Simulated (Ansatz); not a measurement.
Relaxation of CH$_{6}$B$_{2}$FN (11 atoms, charge 0, multiplicity 1), to a largest force component of 0.02 eV/Å in at most 50 steps.

The calculation used RKS r2SCAN-D4/def2-SVP in Ansatz.

```xyz
11
Properties=species:S:1:pos:R:3:forces:R:3
B -1.621 1.260 0.275 -3.02 3.30 -2.84
B -0.717 -0.044 0.426 2.88 -1.53 -4.11
C 0.704 -0.087 -0.247 1.13 -1.94 7.58
N 1.431 -1.377 0.003 -5.84 1.58 -2.39
F 1.520 0.899 0.311 -0.35 -0.49 -2.44
H -2.747 1.341 0.745 0.16 0.20 -0.10
H -1.247 2.245 -0.333 0.34 -0.51 0.20
H -1.092 -0.958 1.013 -0.48 -1.93 0.02
H -1.374 0.592 1.157 0.53 0.42 4.12
H 0.857 -2.102 -0.545 1.22 0.92 1.18
H 2.324 -1.347 -0.344 3.43 -0.02 -1.22
```

Problem. Where does it end, and by what steps?

Solution. It converged. After 9 steps the energy has fallen by 3.961 eV; H9 moved furthest, 0.55 Å.

| step | energy less start (eV) | largest force component (eV/Å) | accepted |
| --- | --- | --- | --- |
| 0 | 0.0000 | 7.578 | yes |
| 1 | -2.0298 | 3.939 | yes |
| 2 | -3.1697 | 2.329 | yes |
| 3 | -3.5180 | 1.987 | yes |
| 4 | -3.8027 | 1.495 | yes |
| 5 | -3.8821 | 0.937 | yes |
| 6 | -3.9517 | 0.220 | yes |
| 7 | -3.9571 | 0.252 | yes |
| 8 | -3.9604 | 0.055 | yes |
| 9 | -3.9610 | 0.018 | yes |

```xyz
11
Properties=species:S:1:pos:R:3
B -1.561 1.182 0.141
B -0.787 -0.170 0.713
C 0.662 -0.174 0.268
N 1.316 -1.199 -0.276
F 1.417 0.914 0.276
H -2.767 1.227 0.212
H -0.949 2.142 -0.270
H -1.337 -1.200 1.025
H -1.005 0.853 1.471
H 0.844 -2.092 -0.355
H 2.206 -1.060 -0.744
```

Run time: 12 s on 2 threads of AMD EPYC 9R45 96-Core Processor (Zen 5) (shared host), peak memory 0.19 GiB.
